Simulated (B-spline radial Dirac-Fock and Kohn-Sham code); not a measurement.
# Relativistic shifts of the levels of Ir²¹⁺

System: iridium as Ir²¹⁺, [Kr] 4d10 4f10.

Both columns are ΔSCF binding energies of the configuration average from a radial B-spline solver: non-relativistic Hartree-Fock with a point nucleus, and Dirac-Fock with a finite nucleus and the Coulomb interaction alone, averaged over the two j levels with weights 2j+1.

| shell | Hartree-Fock (eV) | Dirac-Fock (eV) | shift (eV) | shift (%) |
| --- | --- | --- | --- | --- |
| 1s | 70330.0 | 77099.0 | +6769.03 | +9.62 |
| 2s | 12253.3 | 14064.2 | +1810.92 | +14.78 |
| 2p | 11767.8 | 12377.9 | +610.10 | +5.18 |
| 3s | 3316.8 | 3771.5 | +454.63 | +13.71 |
| 3p | 3089.9 | 3263.8 | +173.91 | +5.63 |
| 3d | 2671.7 | 2657.3 | -14.43 | -0.54 |
| 4s | 1129.4 | 1252.0 | +122.57 | +10.85 |
| 4p | 1030.4 | 1077.8 | +47.44 | +4.60 |
| 4d | 849.3 | 849.1 | -0.25 | -0.03 |
| 4f | 613.7 | 604.3 | -9.37 | -1.53 |

Relativity binds 1s, 2s, 2p, 3s, 3p, 4s, 4p more strongly, among those listed most of all 2s in relative terms, and 3d, 4d, 4f more weakly, because the contracted s and p shells screen the nucleus better.

Values without a named source are computed, but for edge energies of neutral atoms, which are taken from tables.
